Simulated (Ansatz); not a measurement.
Mulliken charges of ClH₅N₂OTi (`[NH2][Ti]([NH2])([OH])[Cl]`) from PBE/def2-TZVPP in Ansatz (PBE0-D4/def2-TZVP geometry).

| atom | x (Å) | y (Å) | z (Å) | charge (e) |
| --- | --- | --- | --- | --- |
| N1 | -1.521 | -0.099 | -0.666 | -0.455 |
| Ti2 | 0.159 | 0.342 | 0.018 | 0.819 |
| N3 | 0.657 | -0.998 | 1.227 | -0.447 |
| O4 | 1.367 | 0.438 | -1.293 | -0.437 |
| Cl5 | 0.027 | 2.303 | 1.080 | -0.286 |
| H6 | -2.384 | 0.025 | -0.152 | 0.154 |
| H7 | -1.714 | -0.365 | -1.621 | 0.156 |
| H8 | 1.616 | -1.160 | 1.504 | 0.148 |
| H9 | 0.049 | -1.694 | 1.633 | 0.151 |
| H10 | 1.829 | 1.156 | -1.727 | 0.198 |

Problem. By hand: the dipole of these point charges (1 e Å = 4.8032 D).

Solution. Σ q r = (-0.102, -0.330, -0.124) e Å, of length 0.367 e Å = 1.76 D.

Problem. How does the dipole of the full density compare? (An estimate is asked.)

Solution. Computed: (-0.072, -0.380, -0.241) e Å, 2.19 D; the point charges give 0.80 times that, at 13° from its direction.

Point charges leave out the atoms' own dipoles, such as those of lone pairs, and Mulliken's split depends on the basis, so the two needn't agree.
